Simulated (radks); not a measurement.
Results of a calculation; reference values are marked as such.
Question: Valence configurations of La I (all share [Xe]). Code: a radial shooting solver on a logarithmic mesh with Libxc functionals. Model: scalar-relativistic Kohn-Sham, SCAN, spin-polarised, spherical densities, finite nucleus; open shells are filled with parallel spins first (spin-orbit coupling, left out, can overturn this in heavy ions); meta-GGA in the generalised Kohn-Sham scheme; Fermi nuclear charge, rms radius 4.855 fm. Order these by energy: 5d1 6s2; 5d1 6s1 6p1; 4f2 5d1; 6s2 6p1; 5d2 6s1; 4f0.5 6s1.5 6p1; 4f0.5 5d1 6s1.5.

Answer: From the lowest, in eV above it: 5d2 6s1 0.000; 5d1 6s2 0.322; 4f0.5 5d1 6s1.5 0.716; 5d1 6s1 6p1 1.731; 4f0.5 6s1.5 6p1 2.121; 6s2 6p1 2.568; 4f2 5d1 6.065. NIST lists [Xe] 5d1 6s2 as the ground configuration; this level of theory puts 5d2 6s1 lower, by 0.322 eV. The energies are those of spherical high-spin densities, not of single terms. No valid solution was reached for [Xe] 4f1 6s2; [Xe] 4f1 5d0.5 6s1.5; [Xe] 4f1 5d1 6s1.
